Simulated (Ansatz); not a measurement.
Pulling on the Cd1–H2 bond in CdH4Si (SMILES [SiH3][CdH]) (multiplicity 1 held, fragments rigid). Energies count from the point at 1.699 Å.
Geometry at that point (charge 0, multiplicity 1):
```xyz
6

Cd    -0.5664    -0.3105    -0.0798
H     -2.0453    -1.1213    -0.2881
Si     1.6349     0.8963     0.2303
H      2.2491     0.5938     1.5500
H      1.4709     2.3720     0.1537
H      2.6257     0.5132    -0.8099
```

Signs of static correlation in def2-TZVPP, with CASSCF(2,2), from Ansatz (an electronic-structure program) runs.

| R (Å) | T1 of restricted CCSD | ⟨S²⟩ of UHF | largest double amplitude of restricted CCSD | weight of the CASSCF reference in MRCISD | CASSCF natural occupations |
|---|---|---|---|---|---|
| 1.359 | 0.013 | 0.000 | 0.029 | 0.890 | 1.98 0.02 |
| 1.529 | 0.013 | 0.000 | 0.029 | 0.891 | 1.98 0.02 |
| 1.699 | 0.014 | 0.000 | 0.036 | 0.891 | 1.97 0.03 |
| 1.869 | 0.015 | 0.000 | 0.048 | 0.892 | 1.96 0.04 |
| 2.039 | 0.016 | 0.000 | 0.066 | 0.892 | 1.95 0.05 |
| 2.294 | 0.019 | 0.000 | 0.104 | 0.892 | 1.92 0.08 |
| 2.549 | 0.023 | 0.332 | 0.153 | 0.893 | 1.88 0.12 |
| 2.974 | [?] | 0.749 | 0.257 | 0.893 | 1.77 0.23 |
| 3.399 | 0.052 | 0.912 | [?] | 0.893 | 1.61 0.39 |
| 3.908 | 0.076 | 0.983 | 0.588 | 0.893 | 1.40 0.60 |
| 4.588 | 0.101 | 1.009 | 0.830 | 0.892 | 1.19 0.81 |
| 5.438 | 0.114 | 1.015 | 1.004 | 0.892 | 1.07 0.93 |

Question: Complete the blanks.

Answer: 
- 2.974, T1 of restricted CCSD: 0.035
- 3.399, largest double amplitude of restricted CCSD: 0.393

Doubts at one or more of the structures used: a restricted determinant that unrestricted orbitals would lower (R-CCSD(T)/def2-TZVPP); T1 above 0.05 (R-CCSD(T)/def2-TZVPP); other coupled-cluster roots lie near (R-CCSD(T)/def2-TZVPP); a spin-contaminated determinant (U-CCSD(T)/def2-TZVPP).
